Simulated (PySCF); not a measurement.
SiHF2Br, SMILES F[SiH](F)Br. The structure is a stationary point at ωB97X-D3(BJ)/def2-SVP.

These are PySCF with ωB97X-D3(BJ)/def2-SVP values and carry that method's errors.

Harmonic wavenumbers (cm⁻¹): 199, 237, 345, 483, 829, 838, 900, 995, 2379. Rotational constants (GHz): 6.765, 2.022, 1.669; symmetry number 1.

Problem. Work out the zero-point energy and the ideal-gas rigid-rotor harmonic-oscillator thermochemistry at 298.15 K and 1 atm.

Solution. ZPE = ½ Σ hcν = ½ × 7205 cm⁻¹ = 43.09 kJ/mol. H − E(el) = 58.00 kJ/mol. Entropy in J/(mol K): translation 170.98, rotation 113.16, vibration 27.00, total 311.14. G − E(el) = -34.77 kJ/mol. Cp = 69.15 J/(mol K).
